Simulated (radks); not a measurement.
Values are calculated unless marked as measured or tabulated.
Os, configuration [Xe] 4f14 5d6 6s2.

Code: a radial shooting solver on a logarithmic mesh with Libxc functionals. Model: scalar-relativistic Kohn-Sham, PBE, spin-polarised, spherical densities, point nucleus; open shells are filled with parallel spins first (spin-orbit coupling, left out, can overturn this in heavy ions); hard spherical wall at 20 bohr.

Energy parts (eV):
total: -469503.70
kinetic: 520515.46
electron-nucleus: -1163750.76
Hartree: 182936.19
exchange-correlation: -9204.58

Orbitals (lengths in bohr, moments of r in powers of bohr; r(max) is where P^2 peaks):
| orbital | occ. | eigenvalue (eV) | r(max) | <1/r> |
|---|---|---|---|---|
| 1s up | 1 | -73880.63 | 0.01102 | 90.51 |
| 1s down | 1 | -73880.63 | 0.01102 | 90.51 |
| 2s up | 1 | -12866.71 | 0.06338 | 21.18 |
| 2s down | 1 | -12866.50 | 0.06338 | 21.18 |
| 2p up | 3 | -11202.18 | 0.05219 | 19.05 |
| 2p down | 3 | -11202.01 | 0.05219 | 19.05 |
| 3s up | 1 | -2994.078 | 0.1787 | 7.849 |
| 3s down | 1 | -2994.009 | 0.1787 | 7.849 |
| 3p up | 3 | -2505.437 | 0.1774 | 7.212 |
| 3p down | 3 | -2505.358 | 0.1774 | 7.212 |
| 3d up | 5 | -1960.066 | 0.1444 | 6.804 |
| 3d down | 5 | -1959.919 | 0.1445 | 6.804 |
| 4s up | 1 | -631.7478 | 0.4047 | 3.346 |
| 4s down | 1 | -631.5478 | 0.4048 | 3.346 |
| 4p up | 3 | -471.5048 | 0.4251 | 3.033 |
| 4p down | 3 | -471.3199 | 0.4251 | 3.032 |
| 4d up | 5 | -272.7020 | 0.4346 | 2.706 |
| 4d down | 5 | -272.4855 | 0.4346 | 2.707 |
| 4f up | 7 | -51.9025 | 0.4057 | 2.238 |
| 4f down | 7 | -51.5196 | 0.4056 | 2.244 |
| 5s up | 1 | -92.1328 | 0.9151 | 1.331 |
| 5s down | 1 | -90.4093 | 0.9116 | 1.341 |
| 5p up | 3 | -51.6589 | 1.034 | 1.123 |
| 5p down | 3 | -49.4412 | 1.028 | 1.133 |
| 5d up | 5 | -7.2211 | 1.359 | 0.7370 |
| 5d down | 1 | -4.7891 | 1.354 | 0.7172 |
| 6s up | 1 | -6.6811 | 2.439 | 0.4368 |
| 6s down | 1 | -5.3616 | 2.541 | 0.4087 |
| 6p up | 0 | -1.4729 | 3.439 | 0.2842 |
| 6p down | 0 | -1.0071 | 3.793 | 0.2496 |

The highest occupied level is 5d down at -4.789 eV. The density falls to 0.001 e/bohr^3 at r = 4.61 bohr. The pressure on the wall is 5.29e-09 GPa. Summed over all electrons, <r^2> = 66.67 bohr^2, which gives a Langevin (diamagnetic) susceptibility term of -52.8 x 10^-6 cm^3/mol.
